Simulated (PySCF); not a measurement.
Cu¹⁵⁺: ionisation energy

Cu¹⁵⁺ [Ne] 3s2 3p2 [3p1/2^2, M_J = 0] → Cu¹⁶⁺ [Ne] 3s2 3p1 [3p1/2^1, M_J = 1/2], as a difference of total energies. Calculation: PySCF 2.14, in an even-tempered Gaussian basis (19 s from 1.3 bohr⁻², ratio 2.4; 13 p from 1.7 bohr⁻², ratio 2.4; 5 d from 7.3 bohr⁻², ratio 2.6; 4 f from 11 bohr⁻², ratio 2.6); the two-component X2C-1e Hamiltonian. Correlated levels: 1s2 frozen; the 50 highest virtual spinors dropped. "Screened" scales the spin-orbit matrix elements by Boettger's factors to mimic the two-electron term; Breit and QED terms are absent.

```
                    method  ionisation energy (eV)
           GHF (spin-free)                  515.83
          GMP2 (spin-free)                  516.56
 GHF (screened spin-orbit)                  515.43
GMP2 (screened spin-orbit)                  516.28
```

Task: How much does correlation contribute at GMP2 (screened spin-orbit)?

Result: 516.28 − (515.43) = 0.85 eV, measured against GHF (screened spin-orbit).

The labels give the starting determinants; with spin-orbit coupling the two ends relaxed to ⟨J²⟩ = 0.95, ⟨L²⟩ = 1.85, ⟨S²⟩ = 1.83 and ⟨J²⟩ = 0.76, ⟨L²⟩ = 2.01, ⟨S²⟩ = 0.75.

The determinant of Cu¹⁵⁺ mixes levels of different J (the jj label is only the starting occupation), so the difference between spin-free and spin-orbit rows is not the physical spin-orbit shift.

For comparison: 518.7 ± 1.2 eV (semi-empirical (NIST evaluation); NIST Atomic Spectra Database, ionization energies).
